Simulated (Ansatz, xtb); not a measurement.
## Relative energy of two structures of GaHO3Si

Structure I is a singlet given by its coordinates and structure II is `O=[Si](O)[O][Ga]`, a singlet. Both are isolated molecules in the gas phase, relaxed with B3LYP-D3(BJ)/def2-SVP; the shapes shown needn't be the lowest conformers.

I (Å):

| atom | x (Å) | y (Å) | z (Å) |
| --- | --- | --- | --- |
| Ga | -1.1253 | -0.1068 | 0.1118 |
| O | 2.7441 | -1.1371 | -0.3003 |
| O | 0.4091 | 0.5972 | -0.6317 |
| O | -0.0241 | -1.5125 | 0.5747 |
| Si | 1.2795 | -0.7471 | -0.1442 |
| H | -2.5961 | 0.2847 | 0.2682 |

Close contacts (Å): Ga1–O3 1.84, Ga1–O4 1.84, Ga1–Si5 2.50, O2–Si5 1.52, O3–Si5 1.67, O4–Si5 1.67, Ga1–H6 1.53.

II (Å):

```
atom    x (Å)    y (Å)    z (Å)
  Ga   0.4936  -3.9890  -1.5143
   O  -2.6619  -3.8584   1.4727
   O  -0.2214  -3.4134   0.0871
   O  -0.5650  -2.2299   2.3916
  Si  -1.2719  -3.2401   1.3014
   H  -1.1194  -2.0594   3.1654
```

Quicker runs give these differences E(II) − E(I): GFN2-xTB −2.093 eV; HF/STO-3G +1.249 eV (at GFN2-xTB geometries); r2SCAN-D4/def2-SVP −0.669 eV (at GFN2-xTB geometries).

Task: Which of the two would you expect CCSD(T)/def2-SVP + ΔMP2/def2-TZVPP electronic energies to favour?

Result: Structure II; the calculation gives E(II) − E(I) = −0.720 eV.

The same difference at several levels:

| level | geometry | E(II) − E(I) (eV) | departure from the last row (eV) | job, with rough time for the two |
| --- | --- | --- | --- | --- |
| GFN2-xTB | GFN2-xTB | −2.093 | −1.373 | optimisation, 0.3 s |
| HF/STO-3G | GFN2-xTB | +1.249 | +1.969 | single point, 3.4 s |
| r2SCAN-D4/def2-SVP | GFN2-xTB | −0.669 | +0.050 | single point, 7.2 s |
| B3LYP-D3(BJ)/def2-SVP | B3LYP-D3(BJ)/def2-SVP | −1.084 | −0.365 | optimisation, 79 s |
| HF/def2-SVP | B3LYP-D3(BJ)/def2-SVP | −1.198 | −0.478 | part of the CCSD(T) run |
| MP2/def2-SVP | B3LYP-D3(BJ)/def2-SVP | −0.565 | +0.155 | part of the CCSD(T) run |
| CCSD(T)/def2-SVP | B3LYP-D3(BJ)/def2-SVP | −0.749 | −0.029 | single point |
| CCSD(T)/def2-SVP + ΔMP2/def2-TZVPP | B3LYP-D3(BJ)/def2-SVP | −0.720 |  | single point, 47 s |

HF/STO-3G puts the two in the other order. The largest departure from CCSD(T)/def2-SVP + ΔMP2/def2-TZVPP is that of HF/STO-3G, 1.969 eV. The last row adds to CCSD(T) the change of the MP2 difference between the two basis sets, here +0.029 eV.

With harmonic frequencies from B3LYP-D3(BJ)/def2-SVP (ideal gas, rigid rotor, one conformer each, 298.15 K, 1 atm): on the last row, ΔE + ΔZPE = −0.633 eV. A mode under 50 cm⁻¹ makes harmonic enthalpies and free energies unreliable, so none is given.

The correlated steps freeze 17 core orbitals; the filled d shell of Ga is correlated, in a basis made for valence electrons. Codes used: Ansatz 0.2.0, xtb 6.7.1; the last row on 1 thread of Arm Neoverse V1 on a shared host.
